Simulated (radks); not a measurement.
The numbers below are computed, except where a source is named.
Charge is removed step by step from the 5s1/2 level of Nd, starting from [Xe] 4f4 6s2. Code: a radial shooting solver on a logarithmic mesh with Libxc functionals. Model: Dirac Kohn-Sham, LDA (Slater exchange, Perdew-Wang correlation), spin-unpolarised, spherical densities, point nucleus; open shells are shared between the two j in proportion to 2j + 1.

| removed (e) | E - E(0) (eV) | eigenvalue (eV) | E minus straight line (eV) |
|---|---|---|---|
| 0 | 0.000 | -40.520 | 0.000 |
| 0.125 | 5.143 | -41.769 | -0.586 |
| 0.25 | 10.444 | -43.061 | -1.013 |
| 0.375 | 15.909 | -44.390 | -1.276 |
| 0.5 | 21.543 | -45.751 | -1.371 |
| 0.625 | 27.348 | -47.141 | -1.295 |
| 0.75 | 33.329 | -48.556 | -1.042 |
| 0.875 | 39.488 | -49.995 | -0.612 |
| 1 | 45.829 | -51.455 | 0.000 |

Removing the whole electron costs 45.829 eV by Delta-SCF, against 40.520 eV from minus the eigenvalue at the starting occupation. Slater's transition state (half an electron removed) gives 45.751 eV. Integrating minus the eigenvalue over the occupation (Janak's theorem) gives 45.829 eV. The mean slope of the eigenvalue, de/dn, is 10.9 eV per electron.
